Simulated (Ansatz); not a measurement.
Ansatz (a first-principles code) input (revPBE/def2-TZVPD):

Ansatz 0.2 input:
```yaml
crystal:
  periodic: [false, false, false]
  atoms:
    - {symbol: C, position_ang: [2.52073946, -0.61290978, -0.30646939]}
    - {symbol: C, position_ang: [1.27512509, -0.92863379, 0.02718285]}
    - {symbol: C, position_ang: [0.35780191, -0.07320924, 0.84939228]}
    - {symbol: B, position_ang: [-0.93760889, 0.37333128, 0.06476178]}
    - {symbol: O, position_ang: [-1.64400357, -0.58742489, -0.61261699]}
    - {symbol: O, position_ang: [-1.30175009, 1.69344129, 0.11018283]}
    - {symbol: H, position_ang: [3.12578537, -1.26855667, -0.91947552]}
    - {symbol: H, position_ang: [2.97971758, 0.31277165, 0.02291426]}
    - {symbol: H, position_ang: [0.85448720, -1.86392057, -0.33054470]}
    - {symbol: H, position_ang: [0.88585033, 0.80202826, 1.23145268]}
    - {symbol: H, position_ang: [0.01799054, -0.64854315, 1.72173276]}
    - {symbol: H, position_ang: [-2.42653080, -0.28915193, -1.08609988]}
    - {symbol: H, position_ang: [-2.10522525, 1.92910168, -0.36494979]}
basis:
  gaussian:
    orbitals: def2-TZVPD
hamiltonian:
  xc: {name: revPBE}
output: {forces: true}
```

End of the output:

```
integrals: 0.23 GiB planned
1412 factors; their error is unknown
0.47 GiB of the device are held for the grids
1.70 GiB of device memory are held for the factors and their scratch space
mean field: 1.64 GiB planned
mean field evaluation 1: about -7979.2768 eV, gradient 9.9e1 eV
mean field evaluation 2: about -7925.2688 eV, gradient 1.8e2 eV
mean field evaluation 4: about -7997.6429 eV, gradient 2.1e1 eV
mean field evaluation 8: about -7998.6947 eV, gradient 1.3e-1 eV
mean field evaluation 16: about -7998.6536 eV, gradient 9.8e-4 eV
mean field -7998.65362598 eV, -293.9450990727 hartree, gradient 9.1e-6 eV, S^2 0.000000; 0 other end points of the search recorded, 0 dependent functions left out
the calculation of the forces begins
reference -7998.65370518 eV, -293.9451019831 hartree; 23, 23 occupied and 268, 268 virtual orbitals, 1412 factors
Total energy: -7998.65370518 eV, -293.9451019831 hartree
Atom 0 at     2.520739    -0.612910    -0.306469 Å, force     0.432833     0.093275    -0.119183 eV/Å
Atom 1 at     1.275125    -0.928634     0.027183 Å, force    -0.408828    -0.047992     0.173046 eV/Å
Atom 2 at     0.357802    -0.073209     0.849392 Å, force     0.056846    -0.033377    -0.035150 eV/Å
Atom 3 at    -0.937609     0.373331     0.064762 Å, force     0.071150    -0.044093     0.061619 eV/Å
Atom 4 at    -1.644004    -0.587425    -0.612617 Å, force     0.042011    -0.667634    -0.099499 eV/Å
Atom 5 at    -1.301750     1.693441     0.110183 Å, force     0.260335     0.580078     0.293485 eV/Å
Atom 6 at     3.125785    -1.268557    -0.919476 Å, force     0.198280    -0.196918    -0.192230 eV/Å
Atom 7 at     2.979718     0.312772     0.022914 Å, force     0.162893     0.278782     0.089537 eV/Å
Atom 8 at     0.854487    -1.863921    -0.330545 Å, force    -0.123868    -0.298010    -0.105283 eV/Å
Atom 9 at     0.885850     0.802028     1.231453 Å, force     0.139338     0.240018     0.122979 eV/Å
Atom 10 at     0.017991    -0.648543     1.721733 Å, force    -0.099133    -0.151581     0.244670 eV/Å
Atom 11 at    -2.426531    -0.289152    -1.086100 Å, force    -0.357540     0.170233    -0.205152 eV/Å
Atom 12 at    -2.105225     1.929102    -0.364950 Å, force    -0.374317     0.077219    -0.228839 eV/Å
Dipole moment:    -0.503916     0.141997    -0.182095 e Å
```
